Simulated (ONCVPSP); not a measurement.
# Zr: ONCV pseudisation with LDA (Perdew-Wang 92), scalar-relativistic reference atom.

ONCVPSP 4.0.1 input, shortened (lines: element, Z, core and valence counts, functional; n l f; lmax; l rc ep ncon nbas qcut; lloc lpopt rc5 dvloc0; l nproj debl; icmod fcfact rcfact), LDA (Perdew-Wang 92), scalar-relativistic:

```
  Zr 40.00    6    3  -001012      upf
    1    0    2.00
    2    0    2.00
    2    1    6.00
    3    0    2.00
    3    1    6.00
    3    2   10.00
    4    0    2.00
    4    1    6.00
    4    2    2.00
    2
    0    1.85    0.00    4    7    5.80
    1    1.60    0.00    5    8    9.80
    2    2.50    0.00    4    7    5.40
    4    5    1.00    0.00
    0    3    3.40
    1    2    2.60
    2    2    0.80
    0    0.00    0.00
```

All-electron outer shells of the reference configuration (LDA (PZ), scalar-relativistic, ld1.x):

```json
{"shell": "4s", "level (eV)": "-69.10", "outermost node (bohr)": "0.55", "outermost maximum (bohr)": "1.08"}
{"shell": "4p", "level (eV)": "-47.05", "outermost node (bohr)": "0.56", "outermost maximum (bohr)": "1.17"}
{"shell": "4d", "level (eV)": "-17.51", "outermost node (bohr)": "0.58", "outermost maximum (bohr)": "1.57"}
```

Results:

- Cutoffs needed: 31 Ha and 37 Ha (the cutoffs (Ha) at which the residual kinetic energy of the hardest occupied pseudo-wave falls to 1 and 0.1 mHa per electron)
- Ghost test: no bound ghost flagged; GHOST(+) flagged for s at 213.1 eV
- Largest excitation error: +21 meV (all-electron minus pseudo) for 4s2 4p6 4d1, out of 4 test configurations

Generation and tests took about 4.3 s on one core of a shared server CPU.
